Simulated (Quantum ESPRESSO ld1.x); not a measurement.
Q: Dy2+, configuration [Xe] 4f10 (the NIST ground configuration). Calculated with ld1.x of Quantum ESPRESSO 7.5: Dirac Kohn-Sham, rPW86 exchange with PBE correlation, spin-unpolarised, spherical densities, point nucleus; open shells are shared between the two j in proportion to 2j + 1. Some entries of the table are withheld. Estimate them.

orbital,occ.,eigenvalue (eV),r(max) (bohr)
1s1/2,2,-53634.1,0.013
2s1/2,2,(1),0.076
2p1/2,2,-8497.52,0.058
2p3/2,4,-7696.90,0.063
3s1/2,2,-2000.61,0.216
3p1/2,2,-1809.32,0.202
3p3/2,4,-1643.02,0.216
3d3/2,4,-1315.08,0.171
3d5/2,6,-1278.81,0.175
4s1/2,2,-407.424,(2)
4p1/2,2,-331.943,0.500
4p3/2,4,-294.959,0.524
4d3/2,4,(3),0.528
4d5/2,6,(4),0.537
5s1/2,2,-62.8117,1.16
5p1/2,2,-42.6095,1.26
5p3/2,4,-37.9552,1.35
4f5/2,4.28571,-17.5104,0.537
4f7/2,5.71429,-16.6323,0.541
6s1/2,0,-14.5856,3.02
5d3/2,0,(5),(6)
5d5/2,0,(7),(8)
6p1/2,0,-10.5652,3.61
6p3/2,0,-9.9557,3.81
5f5/2,0,-3.9628,6.26
5f7/2,0,-3.9563,6.26

A: 
(1) 2s1/2 eigenvalue (eV): -8936.56
(2) 4s1/2 r(max) (bohr): 0.496
(3) 4d3/2 eigenvalue (eV): -170.872
(4) 4d5/2 eigenvalue (eV): -164.178
(5) 5d3/2 eigenvalue (eV): -13.8376
(6) 5d3/2 r(max) (bohr): 1.93
(7) 5d5/2 eigenvalue (eV): -13.5150
(8) 5d5/2 r(max) (bohr): 1.98
